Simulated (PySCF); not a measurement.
## What the settings do

Molecule: SMILES COc1ccccc1, C$_{7}$H$_{8}$O; geometry GFN2-xTB.

Molfile (atoms numbered from 1):
```
C7H8O
     RDKit          3D

 16 16  0  0  0  0  0  0  0  0999 V2000
   -2.6785    0.1437   -0.2118 C   0  0  0  0  0  0  0  0  0  0  0  0
   -1.5991   -0.5637   -0.7701 O   0  0  0  0  0  0  0  0  0  0  0  0
   -0.3394   -0.2854   -0.3282 C   0  0  0  0  0  0  0  0  0  0  0  0
    0.6872   -1.0236   -0.9193 C   0  0  0  0  0  0  0  0  0  0  0  0
    1.9979   -0.8192   -0.5436 C   0  0  0  0  0  0  0  0  0  0  0  0
    2.3100    0.1242    0.4237 C   0  0  0  0  0  0  0  0  0  0  0  0
    1.2949    0.8559    1.0097 C   0  0  0  0  0  0  0  0  0  0  0  0
   -0.0268    0.6579    0.6436 C   0  0  0  0  0  0  0  0  0  0  0  0
   -3.5701   -0.2402   -0.7056 H   0  0  0  0  0  0  0  0  0  0  0  0
   -2.7598   -0.0304    0.8664 H   0  0  0  0  0  0  0  0  0  0  0  0
   -2.5965    1.2193   -0.4005 H   0  0  0  0  0  0  0  0  0  0  0  0
    0.4259   -1.7519   -1.6710 H   0  0  0  0  0  0  0  0  0  0  0  0
    2.7819   -1.3992   -1.0074 H   0  0  0  0  0  0  0  0  0  0  0  0
    3.3363    0.2855    0.7165 H   0  0  0  0  0  0  0  0  0  0  0  0
    1.5256    1.5934    1.7645 H   0  0  0  0  0  0  0  0  0  0  0  0
   -0.7972    1.2426    1.1216 H   0  0  0  0  0  0  0  0  0  0  0  0
  1  2  1  0
  2  3  1  0
  3  4  2  0
  4  5  1  0
  5  6  2  0
  6  7  1  0
  7  8  2  0
  8  3  1  0
  1  9  1  0
  1 10  1  0
  1 11  1  0
  4 12  1  0
  5 13  1  0
  6 14  1  0
  7 15  1  0
  8 16  1  0
M  END
```

All runs: PySCF 2.14, non-relativistic, gas phase unless a solvent (IEF-PCM) is named; grid level 2, GIAOs and SCF threshold 1e-9 unless changed. The yardstick, B3LYP/pcJ-1 (without the spin–dipole term), gives these couplings (Hz, equivalent pairs averaged; isotopes 13C, 1H, 17O): 1J(C4,H12) 163.1, 1J(C5,C6) 62.4, 1J(O2,C3) 25.6, 1J(C1,O2) 22.5, 3J(C5,H15) 8.9, 3J(C3,C6) 8.1, 3J(C6,H12) 7.9.

**Question.** What do these inputs give? (1) PW91/6-31G; guess 1e; max_cycle 58; (2) HF/def2-SVP; damp 0.2; (3) LDA/aug-cc-pVDZ; conv 1e-15; max_cycle 88; (4) wB97X-D/aug-cc-pVDZ

**Answer.** 
```tsv
run	outcome	functions	wall time	1J(C4,H12)	1J(C5,C6)	1J(O2,C3)	1J(C1,O2)	3J(C5,H15)	3J(C3,C6)	3J(C6,H12)
1	converged	88	23 s	153.3	76.4	22.8	21.6	7.0	6.9	6.0
2	converged	152	15 s	211.7	31.3	-41.1	-20.5	-36.3	-146.3	-37.4
3	not converged	256	3.6 min	–	–	–	–	–	–	–
4	converged	256	71 s	154.5	136.2	3.9	6.8	6.5	-1.5	6.1
```

Times are on 1 thread of an Arm Neoverse V1, shared host.

**Question.** Comment on the technical settings and failures.

**Answer.** 
- Run 1: The functional and orbital basis differ from the yardstick's, which in itself moves the values. The starting guess, cycle limit change the path of the SCF (23 cycles), not the solution, provided the same state is reached. With 88 functions the basis is far too small for magnetic properties.
- Run 2: The functional and orbital basis differ from the yardstick's, which in itself moves the values. The damping changes the path of the SCF (13 cycles), not the solution, provided the same state is reached. The reference is near a triplet instability, which spoils the contact and spin–dipole terms.
- Run 3: The SCF stopped after 88 cycles without meeting its threshold and the cycle limit at 88, so no response property followed.

Runs 1, 2, 3 were set up unsoundly or failed; their numbers aren't to be quoted as properties of the molecule.

Bases without tight s functions (all but pcJ-n, the -J sets and IGLO) misjudge the contact term, by up to a factor of two.
